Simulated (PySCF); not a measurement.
[Er(H2O)4]3+: from a saddle point downhill

PySCF 2.14.0, RKS PBE0, Er lcecp-1-SVP with ECP57, O def2-SVP, H def2-SVP; non-relativistic Hamiltonian with scalar-relativistic core potentials where named; density fitting; no spin-orbit coupling. Relaxed within the symmetry of its start, the geometry (D2d) is

```xyz
13

Er    0.0000    0.0000    0.0000
O     1.2908    1.3028    1.3028
H     1.6604    1.1020    2.1930
H     1.6604    2.1930    1.1020
O    -1.2908   -1.3028    1.3028
H    -1.6604   -1.1020    2.1930
H    -1.6604   -2.1930    1.1020
O     1.2908   -1.3028   -1.3028
H     1.6604   -2.1930   -1.1020
H     1.6604   -1.1020   -2.1930
O    -1.2908    1.3028   -1.3028
H    -1.6604    2.1930   -1.1020
H    -1.6604    1.1020   -2.1930
```

and its lowest harmonic modes are -144, -41, -41, 6, 52, 62 cm⁻¹ (negative: unstable). It was moved along the lowest mode and relaxed again, within the group S4 that the move left.

(1) Where does it end, and how much lower?

(2) How do the contacts change?

(3) Is the end a minimum?

An lcecp potential fixes the number of 4f electrons, so in runs with it no electron can move into or out of that shell.

State: singlet in the valence, with the 4f electrons in the core potential.

Answers

(1) In S4, 0.048 eV lower, after 15 steps:
```xyz
13

Er    0.0000    0.0000    0.0000
O     1.3342    1.3121    1.2459
H     2.1385    1.0581    1.7541
H     1.2596    2.2808    1.4076
O    -1.3341   -1.2460    1.3121
H    -1.2597   -1.4075    2.2807
H    -2.1385   -1.7541    1.0580
O     1.3342   -1.3121   -1.2459
H     1.2596   -2.2808   -1.4076
H     2.1385   -1.0581   -1.7541
O    -1.3341    1.2460   -1.3121
H    -2.1385    1.7541   -1.0580
H    -1.2597    1.4075   -2.2807
```

(2) 
```
      contact  saddle (Å)  end (Å)
 Er1–O2 (H2O)       2.250    2.248
 Er1–O5 (H2O)       2.250    2.248
 Er1–O8 (H2O)       2.250    2.248
Er1–O11 (H2O)       2.250    2.248
```


(3) Yes; lowest modes 42, 43, 50, 62, 67, 103 cm⁻¹.
